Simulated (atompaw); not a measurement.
**tantalum: one change to a PAW (atompaw) potential, before and after**

```
Element                 : tantalum (Ta)
Generator               : atompaw 4.2.0.5
Type                    : PAW
Functional              : PBEsol
Relativity              : scalar-relativistic
Frozen core             : [Xe] 4f14
Valence charge          : 5
Reference configuration : 5d3 6s0 6p0 (charge +2)
Partial waves           : 6s (bound, empty): rc 3.00 bohr; 6s channel at 0.75 Ry: rc 3.00 bohr; 6p (bound, empty): rc 3.00 bohr; 6p channel at 0.6 Ry: rc 3.00 bohr; 5d (bound): rc 3.00 bohr; 5d channel at -1 Ry: rc 3.00 bohr
Local potential         : bessel scheme, radius 2.70 bohr
Core correction         : smooth core density matched at 2.60 bohr
Augmentation charge     : besselshape compensation charge, radius 2.65 bohr; PAW radius 3.00 bohr; waves and projectors: custom polynom vanderbiltortho
```

Change: all radii scaled by about 1.13 (s 3.40, p 3.40, d 3.40 bohr); local potential bessel scheme, radius 3.06 bohr; augmentation besselshape compensation charge, radius 3.02 bohr; PAW radius 3.40 bohr; waves and projectors: custom polynom vanderbiltortho; core correction smooth core density matched at 2.96 bohr.

Cutoffs: the cutoffs (Ry, on a coarse ladder) from which the occupation-weighted sum of valence levels, in a spherical-Bessel basis at the reference potential, stays within 10 and 1 mRy of its value at 400 Ry; they do not see the model core or the augmentation charge, which bear on the density cutoff.

Task: What does the change do?

Result: The potential gets softer (10 Ry and 18 Ry → 8 Ry and 15 Ry); neither file shows a bound ghost. A larger radius leaves more room for a smooth pseudo-wave, so fewer plane waves are needed.

```json
{"quantity": "cutoff, loose", "base": "10 Ry", "changed": "8 Ry"}
{"quantity": "cutoff, tight", "base": "18 Ry", "changed": "15 Ry"}
{"quantity": "bound ghosts", "base": "none", "changed": "none"}
{"quantity": "lowest overlap eigenvalue by channel", "base": "s 0.11, p 0.34, d 0.95", "changed": "s 0.12, p 0.32, d 0.94"}
```

 The cutoffs see the waves, projectors and local potential, not the compensation charge or the core.
